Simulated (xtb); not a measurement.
H$_{9}$NSi$_{3}$, charge -1, doublet, at the geometry of the source list (a state made from the parent by changing its charge; the spin is typed, not shown lowest). Base run: GFN0-xTB (xtb).

The xtb input:
```
$ xtb mol.xyz --gfn 0 --chrg -1 --uhf 1 --json

# file mol.xyz
13

Si     0.29050000     1.65010000     0.46560000
N      0.02740000     0.03590000    -0.14180000
Si    -1.60230000    -0.50860000    -0.44500000
Si     1.31580000    -1.13630000    -0.04120000
H     -0.67150000     2.52910000    -0.19530000
H      0.09980000     1.69860000     1.91870000
H      1.66110000     2.02730000     0.12760000
H     -2.34510000     0.62040000    -1.00050000
H     -1.52560000    -1.60700000    -1.40550000
H     -2.23820000    -0.96780000     0.79390000
H      1.36620000    -1.74340000     1.29260000
H      1.05450000    -2.16190000    -1.04860000
H      2.56750000    -0.43640000    -0.32050000
```

Variants of this job, named by their change:

| change | ΔE vs base (kJ/mol) |
|---|---|
| base | 0.00 |
| acc = 1000 | 0.00 |
| acc = 30 | 0.00 |
| acc = 0.0001 | 0.00 |
| etemp = 3000 | -43.6 |
